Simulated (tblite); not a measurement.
C7H14Si.
SMILES: `C[C@@H]1[C@@H]2C[C@@]1(C)C[SiH2]2`

Computed values, GFN2-xTB/tblite, gas phase, harmonic and unscaled. Errors from tens to a few hundred cm⁻¹ against measured bands are possible. Modes of hydrogen on silicon can be 10 to 20 % off.

Harmonic wavenumbers (cm⁻¹): 176.3, 192.4, 204.3, 222.8, 239.8, 313.2, 371.5, 405.4, 414.3, 495.6, 507.6, 516.7, 622.5, 656.4, 749.7, 763.0, 778.3, 787.2, 827.9, 897.7, 923.8, 954.7, 983.1, 1007.3, 1017.3, 1041.9, 1051.5, 1077.5, 1100.9, 1166.4, 1178.0, 1190.1, 1208.1, 1217.7, 1243.1, 1248.1, 1317.0, 1363.7, 1407.1, 1411.3, 1485.6, 1494.4, 1495.0, 1503.5, 1506.8, 1519.1, 2268.9, 2274.7, 2907.7, 2968.8, 2976.8, 2992.1, 2995.4, 3004.2, 3012.2, 3014.0, 3018.0, 3021.2, 3032.4, 3044.5.

A = 2591, B = 1634, C = 1288 MHz; mass 126.086 u (most abundant isotopes); point group C1, symmetry number 1.

**Question.** Zero-point energy?

**Answer.** ½Σν̃ = 41393 cm⁻¹ = 495.18 kJ/mol.

**Question.** What is S at 350 K and 1 bar for an ideal gas of classical rigid rotors and harmonic oscillators?

**Answer.** Translation 172.51, rotation 121.11, vibration 105.68: S = 399.3 J/(mol K).

**Question.** And Cp and H(350 K) − H(0)?

**Answer.** Cp = 187.53 J/(mol K), of which vibrations give 154.27 (their classical limit is 60 R = 498.9); H(350 K) − H(0) = 34.69 kJ/mol without the zero-point energy, 23.05 from vibrations.

**Question.** Which modes carry the vibrational entropy at 350 K?

**Answer.** 176.3 cm⁻¹: 11.17; 192.4 cm⁻¹: 10.48; 204.3 cm⁻¹: 10.01; 222.8 cm⁻¹: 9.33; 239.8 cm⁻¹: 8.76; 313.2 cm⁻¹: 6.76 J/(mol K); the other 54 give 49.17 together.

**Question.** What must be added to the electronic energy to get the Gibbs energy at 350 K and 1 bar?

**Answer.** ZPE + [H(350 K) − H(0)] − T·S = 495.18 + 34.69 − 139.76 = 390.11 kJ/mol.

**Question.** How do the functions run with temperature in this model?

**Answer.** 
```tsv
T (K)	S (J/(mol K))	Cp (J/(mol K))	H − H(0) (kJ/mol)	G − H(0) (kJ/mol)	ln q(vib)
150	291.1	84.0	7.71	-35.96	0.91
250	345.6	134.4	18.58	-67.82	2.66
298.15	371.5	160.2	25.67	-85.08	3.65
400	426.0	212.6	44.70	-125.70	5.95
600	528.6	293.9	95.85	-221.30	10.89
900	663.8	372.1	196.73	-400.74	18.46
```

q(vib) and H(0) count from the zero-point level.

Hindered rotation and anharmonicity are outside this model. The structure is chiral; the term R ln 2 for an equal mix with its mirror image is left out.
